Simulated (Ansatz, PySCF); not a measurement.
HOSi, SMILES [OH+]=[Si] (connectivity only; charge and spin as stated), charge +1, multiplicity 1. Atoms are numbered in the order given.

```xyz
3

O      0.0000     0.0000    -0.8930
Si     0.0000     0.0000     0.6480
H      0.0000     0.0000    -1.8601
```
Charge +1, spin multiplicity 1.

Coordinates come from a r2SCAN-D4/def2-TZVPD optimisation. The isomer is the one that the SMILES or the coordinates give; other isomers of the formula were not compared.

Two levels are set side by side: PBE-D3(BJ)/def2-TZVPD (Ansatz, a first-principles code) and r2SCAN-D4/def2-TZVPD (Ansatz). Each level has its own optimised geometry; the coordinates shown are those of the second. Frequencies come from the Hessian of PySCF at each geometry. Differences are taken from unrounded values.

```csv
quantity,r2SCAN-D4
mean bond length (Å),1.254
bond O1–Si2 (Å),1.541
bond O1–H3 (Å),0.967
highest harmonic wavenumber (cm⁻¹),3782
mean harmonic wavenumber (cm⁻¹),1413
zero-point energy (kcal/mol),8.08
```

Problem. What does PBE-D3(BJ) give, and how far is it from r2SCAN-D4? (Estimate from the structure and the level; the computed values follow.)

Solution. 
```
quantity                            PBE-D3(BJ)  PBE-D3(BJ) minus r2SCAN-D4
----------------------------------  ----------  --------------------------
mean bond length (Å)                     1.265                       0.011
bond O1–Si2 (Å)                          1.555                       0.014
bond O1–H3 (Å)                           0.976                       0.009
highest harmonic wavenumber (cm⁻¹)        3689                         -94
mean harmonic wavenumber (cm⁻¹)           1367                         -46
zero-point energy (kcal/mol)              7.82                       -0.26
```
